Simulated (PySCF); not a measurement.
**C₆ coefficients of unlike pairs at PBE0**

Calculated with PySCF 2.14 from the dipole response of each species, C₆(A,B) = (3/π) ∫ α_A(iu) α_B(iu) du, in atomic units, from isotropic polarisabilities. For ions this is the dispersion term alone; charge-induced terms of lower order in 1/R come first.

| species | configuration | basis | relativity | α (bohr³) | C₆ (like pair) |
| --- | --- | --- | --- | --- | --- |
| Be²⁺ | 1s2 (1S) | aug-cc-pCVTZ-DK with one added diffuse shell each of s, p, d, f type (8s7p5d3f) | spin-free X2C | 0.05067 | 0.01054 |
| Ti | [Ar] 3d2 4s2 (3F) | aug-cc-pVQZ-DK (9s8p6d4f3g2h) | spin-free X2C | 109.2 | 1282 |
| F²⁺ | [He] 2s2 2p3 (4S) | aug-cc-pVQZ-DK (6s5p4d3f2g) | spin-free X2C | 1.241 | 1.567 |
| Cr⁺ | [Ar] 3d5 (6S) | def2-QZVPPD (11s6p5d3f2g) | none | 10.65 | 35.39 |

Question: Estimate C₆ for Cr⁺ with F²⁺.

Answer: The integral gives 6.989. The combination rule 2 C_A C_B / (C_A α_B/α_A + C_B α_A/α_B) gives 6.314 and the geometric mean 7.447.

No spin-orbit coupling is included.

The other pairs:

```csv
pair,C₆
"Ti, Be²⁺",1.365
"Cr⁺, Be²⁺",0.4281
"F²⁺, Be²⁺",0.1102
"F²⁺, Ti",28.48
"Cr⁺, Ti",182.1
```
